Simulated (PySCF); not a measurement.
Compound: CdI2 (singlet state).
SMILES: `[I][Cd][I]`

Method used: TDDFT CAM-B3LYP/def2-SVPD, vertical, gas phase, core orbitals frozen in the response, def2 core potentials past Kr in PySCF. Isolated species at its PBE0-D3(BJ)/def2-SVP geometry, gas phase. Spin–orbit coupling is left out.

```json
{"state": "S1", "λ (nm)": "291.3", "E (eV)": "4.26", "f": "0.0000", "symmetry": "–", "main configurations (H = HOMO, L = LUMO)": "H-1/H→L (98%)"}
{"state": "S2", "λ (nm)": "291.3", "E (eV)": "4.26", "f": "0.0000", "symmetry": "–", "main configurations (H = HOMO, L = LUMO)": "H-1/H→L (98%)"}
{"state": "S3", "λ (nm)": "269.1", "E (eV)": "4.61", "f": "0.027", "symmetry": "Πu", "main configurations (H = HOMO, L = LUMO)": "H-3/H-2→L (98%)"}
{"state": "S4", "λ (nm)": "269.1", "E (eV)": "4.61", "f": "0.027", "symmetry": "Πu", "main configurations (H = HOMO, L = LUMO)": "H-3/H-2→L (98%)"}
{"state": "S5", "λ (nm)": "220.1", "E (eV)": "5.63", "f": "0.110", "symmetry": "Σu+", "main configurations (H = HOMO, L = LUMO)": "H-4→L (52%), H-1/H→L+1/L+2 (46%)"}
{"state": "S6", "λ (nm)": "214.3", "E (eV)": "5.79", "f": "0.0000", "symmetry": "–", "main configurations (H = HOMO, L = LUMO)": "H-1/H→L+1/L+2 (98%)"}
{"state": "S7", "λ (nm)": "213.3", "E (eV)": "5.81", "f": "0.0000", "symmetry": "–", "main configurations (H = HOMO, L = LUMO)": "H-1/H→L+1/L+2 (≥89%)"}
{"state": "S8", "λ (nm)": "213.3", "E (eV)": "5.81", "f": "0.0000", "symmetry": "–", "main configurations (H = HOMO, L = LUMO)": "H-1/H→L+1/L+2 (≥89%)"}
{"state": "S9", "λ (nm)": "203.8", "E (eV)": "6.08", "f": "0.0000", "symmetry": "–", "main configurations (H = HOMO, L = LUMO)": "H-3/H-2→L+1/L+2 (98%)"}
```

Triplets (Tamm–Dancoff): T1 3.94 eV, H-1/H→L (97%); T2 3.94 eV, H-1/H→L (97%); T3 4.24 eV, H-3/H-2→L (≥96%); T4 4.24 eV, H-3/H-2→L (≥96%).

The lowest singlet level (S1/S2) comes at 291 nm (411 kJ/mol) in the ultraviolet; it is dark (f under 0.0005). The strongest level in the table is S5 at 5.63 eV (220 nm, f = 0.110). S1/S2, S3/S4 and S7/S8 lie within about 0.01 eV of each other in each set; the point group D∞h has degenerate representations, and within a degenerate level the listed configurations can mix freely. For S1 the Löwdin share of cadmium is at most 4% in HOMO-1 and 38% in LUMO. Of the 9 states listed, 3 reach f = 0.01 and 6 stay under 0.0005. Orbital energies (eV): HOMO-3 -9.27, HOMO-2 -9.27, HOMO-1 -8.93, HOMO -8.93, LUMO -1.57, LUMO+1 -0.16, LUMO+2 -0.16. The vertical ionisation energy (ΔSCF) is 9.82 eV, 3.74 eV above S9. Symmetry labels in D∞h follow from the direction of the transition dipole and are given only for states with f of 0.002 or more. Orbitals of the list HOMO-3 to LUMO+2 that lie within 0.01 eV of each other are written together with a slash and their weights summed (≥ marks a lower bound); for degenerate orbitals outside that list single weights are arbitrary. Singlets were solved by full linear response, triplets in the Tamm–Dancoff approximation. The highest level found (6.15 eV, f 0.0000 so far) is left out, since the window may have cut off a degenerate partner.
